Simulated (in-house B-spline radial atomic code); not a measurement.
# The cobalt ion Co⁵⁺: [Ne] 3s2 3p5 3d4 4s1 (an excited or competing configuration)

All numbers are computed (non-relativistic wB97X, spin-polarised, spherical fractional occupations, exact exchange averaged over the configuration; point nucleus) with a B-spline radial code for spherical atoms, not measured.

Effective charges: Z_r = [3n² - l(l+1)]/(2<r>) from the radius, Z_e = n√(-2ε) from the energy, and Slater's rules. Values are occupation-weighted means over spin.

```
shell  electrons   ε (eV)  <r> (bohr)    Z_r    Z_e  Slater
   1s          2  -7655.7      0.0569  26.36  23.72   26.70
   2s          2  -1002.3      0.2581  23.24  17.17   22.85
   2p          6  -883.87      0.2259  22.13  16.12   22.85
   3s          2  -201.25      0.7501  18.00  11.54   16.10
   3p          5   -165.5      0.7669  16.30  10.46   16.10
   3d          4  -108.49       0.787  13.34   8.47    8.95
   4s          1  -67.185       1.832  13.10   8.89    7.65
```

The least bound orbital is 4s up at -67.19 eV, and it is also the most diffuse (<r> = 1.832 bohr).
